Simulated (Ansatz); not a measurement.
Species: sum formula Si2H4Cl2, net charge 0, singlet state. SMILES: [SiH3][SiH](Cl)Cl
Structure (B3LYP-D3(BJ)/def2-TZVP (Ansatz, a program for electronic structure) minimum search):
```
Si
H 1 1.4755
Cl 1 2.0657 2 107.04
Cl 1 2.0657 2 107.04 3 117.01
Si 1 2.3385 2 115.26 4 121.49
H 5 1.4797 1 108.47 2 -180.00
H 5 1.4813 6 110.05 1 -119.48
H 5 1.4813 6 110.05 7 -121.04
```

Quantity: vertical triplet-singlet gap (E(triplet) - E(singlet); each state is the SCF solution reached for its spin), in eV. Correlated levels leave the core frozen unless marked. UHF or UKS for open shells. Spin-orbit coupling is left out. No relativistic terms. CBS(X,Y): correlation extrapolated as X^-3; Hartree-Fock from the larger set. The bracket is a focal-point correction in the basis named.

```csv
level,program,vertical triplet-singlet gap (eV)
HF/aug-cc-pV(T+d)Z,Ansatz,5.99
HF/aug-cc-pV(Q+d)Z,Ansatz,5.97
SVWN5/def2-TZVPD,Ansatz,5.23
r2SCAN/def2-TZVPD,Ansatz,5.40
B3LYP/def2-TZVPD,Ansatz,5.63
BHLYP/def2-TZVPD,Ansatz,6.01
CAM-B3LYP/def2-TZVPD,Ansatz,5.89
```

Problem. Predict the RI-MP2/CBS(aug-cc-pV(T+d)Z,aug-cc-pV(Q+d)Z)+[CCSD(T)-MP2]/aug-cc-pV(T+d)Z result (Ansatz).

Solution. 6.04 eV, so CAM-B3LYP/def2-TZVPD differs from it by -0.15 eV.
